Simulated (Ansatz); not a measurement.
Bi(F)(TeH)2 (BiFH₂Te₂), SMILES [F][Bi]([TeH])[TeH].

Geometry optimised at PBE-D3(BJ)/def2-SVP. The structure was generated by enumeration; whether it is a known compound was not checked. The def2 effective core potentials stand for the cores of Bi, Te; spin–orbit coupling is left out.

Two levels are set side by side: PBE/def2-SVPD (Ansatz, an electronic-structure program) and CAM-B3LYP/def2-SVPD (Ansatz). Energy differences of separate SCF runs at the same geometry; the states with an electron removed or added have multiplicity 2 and 2. Differences are taken from unrounded values.

```tsv
quantity	CAM-B3LYP	PBE	PBE minus CAM-B3LYP
vertical ionisation energy (eV)	8.53	8.02	-0.51
vertical electron affinity (eV)	1.10	1.05	-0.06
vertical singlet–triplet gap (eV)	2.87	2.60	-0.28
```
